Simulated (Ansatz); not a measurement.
`CO[Si](F)(Cl)SC` + `FC1([SiH3])C=C1` → `CO[Si](F)(F)SC` + `[SiH3]C1(Cl)C=C1`  (redistribution)

Computed with Ansatz on PBE0-D4/def2-TZVP structures; ΔE is electronic, products minus reactants. CCSD(T)/CBS adds triple-zeta CCSD(T) − MP2 to the extrapolated MP2 energy (def2 sets, frozen cores). Functionals use def2-TZVPP. B3LYP here is the variant with VWN-RPA as its local correlation; programs differ in this. Each species was taken in one conformer, which may not be the lowest.

```json
{"level": "PBE-D4", "ΔE (kJ/mol)": "-55.6", "difference from CCSD(T)/CBS": "14.3"}
{"level": "r2SCAN-D4", "ΔE (kJ/mol)": "-62.1", "difference from CCSD(T)/CBS": "7.8"}
{"level": "PBE0-D4", "ΔE (kJ/mol)": "-58.3", "difference from CCSD(T)/CBS": "11.6"}
{"level": "B3LYP-D4", "ΔE (kJ/mol)": "-63.1", "difference from CCSD(T)/CBS": "6.8"}
{"level": "ωB97X-V", "ΔE (kJ/mol)": "-56.5", "difference from CCSD(T)/CBS": "13.4"}
{"level": "ωB97M-V", "ΔE (kJ/mol)": "-59.2", "difference from CCSD(T)/CBS": "10.7"}
{"level": "B2PLYP", "ΔE (kJ/mol)": "-67.1", "difference from CCSD(T)/CBS": "2.8"}
{"level": "PBE", "ΔE (kJ/mol)": "-55.5", "difference from CCSD(T)/CBS": "14.4"}
{"level": "r2SCAN", "ΔE (kJ/mol)": "-62.2", "difference from CCSD(T)/CBS": "7.7"}
{"level": "PBE0", "ΔE (kJ/mol)": "-58.4", "difference from CCSD(T)/CBS": "11.5"}
{"level": "B3LYP", "ΔE (kJ/mol)": "-62.8", "difference from CCSD(T)/CBS": "7.1"}
{"level": "HF/def2-TZVPP", "ΔE (kJ/mol)": "-67.5", "difference from CCSD(T)/CBS": "2.4"}
{"level": "MP2/def2-TZVPP", "ΔE (kJ/mol)": "-74.4", "difference from CCSD(T)/CBS": "-4.5"}
{"level": "SCS-MP2/def2-TZVPP", "ΔE (kJ/mol)": "-73.1", "difference from CCSD(T)/CBS": "-3.2"}
{"level": "CCSD/def2-TZVPP", "ΔE (kJ/mol)": "-69.0", "difference from CCSD(T)/CBS": "0.9"}
{"level": "CCSD(T)/def2-TZVPP", "ΔE (kJ/mol)": "-69.4", "difference from CCSD(T)/CBS": "0.5"}
{"level": "HF/def2-QZVPP", "ΔE (kJ/mol)": "-69.8", "difference from CCSD(T)/CBS": "0.1"}
{"level": "MP2/def2-QZVPP", "ΔE (kJ/mol)": "-75.5", "difference from CCSD(T)/CBS": "-5.6"}
{"level": "SCS-MP2/def2-QZVPP", "ΔE (kJ/mol)": "-74.4", "difference from CCSD(T)/CBS": "-4.5"}
{"level": "HF/CBS(def2)", "ΔE (kJ/mol)": "-70.2", "difference from CCSD(T)/CBS": "-0.3"}
{"level": "MP2/CBS(def2)", "ΔE (kJ/mol)": "-74.9", "difference from CCSD(T)/CBS": "-5.0"}
{"level": "CCSD/CBS(def2)", "ΔE (kJ/mol)": "-69.5", "difference from CCSD(T)/CBS": "0.4"}
{"level": "CCSD(T)/CBS", "ΔE (kJ/mol)": "-69.9", "difference from CCSD(T)/CBS": "0"}
```

Largest T1 diagnostic among the species: 0.012.
